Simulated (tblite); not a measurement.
C₅H₇N₂ (doublet state).
Cartesian coordinates in Å at the GFN2-xTB level; atoms count from 1:
```
atom  x, y, z in Å
C1     2.4056   -0.6541    0.0198
C2     1.4553    0.1297   -0.5298
N3     0.1432    0.1734   -0.1763
C4    -0.8034    1.0517   -0.7105
N5    -2.0366    0.6660   -0.1706
C6    -1.8078   -0.2587    0.8038
C7    -0.4953   -0.5789    0.7981
H8     2.2061   -1.3364    0.8244
H9     3.4133   -0.6124   -0.3449
H10    1.7036    0.8031   -1.3386
H11   -0.7459    1.3376   -1.7472
H12   -2.8708    1.2159   -0.2653
H13   -2.5955   -0.6414    1.4212
H14    0.0274   -1.2959    1.3937
```

The geometry is computed with GFN2-xTB (gas phase). This method treats the open shell by occupation alone, without spin polarisation.

Masses are those of the commonest isotopes; rigid-rotor values at the optimised geometry. The values belong to one conformer with, in the numbering `[CH2:1]=[CH:2][N:3]1[CH:4][NH:5][CH:6]=[CH:7]1`, C1–C2–N3–C4 176°.

Question: Give the principal moments of inertia and the rotational constants in GHz.

Answer: Ia = 63.32, Ib = 245.69, Ic = 308.36 u·Å²; 505379 MHz·u·Å²/I gives 7982, 2057 and 1639 MHz, that is A = 7.9816, B = 2.0570, C = 1.6389 GHz.

Question: What kind of rotor is it?

Answer: An asymmetric top; Ray's κ = -0.868.

Question: What does the inertial defect say?

Answer: Not planar: Δ = Ic − Ia − Ib = -0.64 u·Å². For a rigid frame Δ = −2 Σ m c², so Σ m c² = 0.32 u·Å² lies off the ab plane: 0.18 from hydrogen and 0.14 from heavier atoms. The atom farthest from that plane is 0.40 Å away.

Question: List the rotational levels J(Ka,Kc) to J = 3 (MHz).

Answer: Above 0(0,0):
J = 1: 1(0,1) 3696, 1(1,1) 9620, 1(1,0) 10039
J = 2: 2(0,2) 11066, 2(1,2) 16594, 2(1,1) 17848, 2(2,1) 35622, 2(2,0) 35644
J = 3: 3(0,3) 22069, 3(1,3) 27042, 3(1,2) 29550, 3(2,2) 46710, 3(2,1) 46816, 3(3,1) 77391, 3(3,0) 77392
The levels of one J sum to (2J + 1)J(J + 1)(A + B + C)/3.

For this open shell read J as N, the rotation without spin; fine and hyperfine splittings come on top. Its GFN2-xTB frequencies are all real (lowest 124 cm⁻¹). No vibrational averaging or centrifugal distortion is included, and the geometry carries the error of its method.
